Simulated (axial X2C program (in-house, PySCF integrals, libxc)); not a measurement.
## CrP⁺: from the spin-free to the two-component result

All values were computed with an in-house relativistic program for diatomic molecules. Spin-free means the one-electron spin-free X2C Hamiltonian; two-component (2c) means X2C with spin–orbit coupling and atomic mean-field two-electron Coulomb and Gaunt terms, so the difference of the two also holds small scalar two-electron terms. Basis: Cr dyall-cv3z [9s10p6d3f2g], P dyall-v3z [8s7p2d1f] (cores contracted in-house); Gaussian nuclei, density fitting, unrestricted open shells. Masses: Cr 51.941 u, P 30.974 u.

Spin-free state: M_S = 1, Λ = 0 (beyond evenly filled blocks: δ+α, δ-α); fragments Cr+ + P.

```csv
level,Re (Å),ωe (cm⁻¹),De (eV),μ (D)
PBE0,2.214,321.6,1.412,-3.87
CCSD,2.302,239.3,0.735,n/a
CCSD(T),2.237,289.7,0.876,n/a
LDA,2.008,491.4,2.985,-3.43
```

Correlated methods: 10 electrons correlated (number of frozen shells: Cr 3 s, 2 p; P 2 s, 1 p), 234 virtual spin orbitals or spinors in MP2, 90 natural virtuals in coupled cluster.

Dipoles are positive if P is the positive end and refer to the centre of mass.

Two-component determinant lowest at the distance of the search:

Ω = 1 (⟨Sz⟩ = 1.00, ⟨Lz⟩ = 0.00 at HF); fragments Cr+ + P.

```json
{"level": "PBE0", "Re (Å)": "2.215", "ωe (cm⁻¹)": "321.2", "De (eV)": "1.408", "μ (D)": "-3.87"}
{"level": "CCSD", "Re (Å)": "2.304", "ωe (cm⁻¹)": "237.8", "De (eV)": "0.731", "μ (D)": "n/a"}
{"level": "CCSD(T)", "Re (Å)": "2.238", "ωe (cm⁻¹)": "288.4", "De (eV)": "0.872", "μ (D)": "n/a"}
{"level": "LDA", "Re (Å)": "2.008", "ωe (cm⁻¹)": "491.0", "De (eV)": "2.981", "μ (D)": "-3.43"}
```

(1) From the two tables, how do the constants change at the CCSD(T) level (2c against spin-free)?

One determinant describes the state; a PBE0 search over occupations chose it and may have missed a lower one. De is counted from the lowest determinant-based energies of the atoms at the same level, without counterpoise correction. Density functionals use the spin component along the axis (collinear). CCSD and (T) use frozen natural virtuals with an MP2 correction for the truncation; (T) itself is uncorrected, so its De runs slightly low. With several unpaired electrons one determinant need not be a pure state. Open-shell Ω = 0 determinants with evenly filled partner blocks cannot be reached by this program, so the Ω shown need not be the lowest component. The determinant is spin-polarised beyond a pure state at some levels (its spin-free form has ⟨S²⟩ too high), which makes Re and μ there less reliable. The T1 diagnostic is large, a sign of multireference character.

Answers

(1) At the CCSD(T) level Re goes up by 0.001 Å and ωe goes down by 1.3 cm⁻¹; De changes by -0.004 eV.
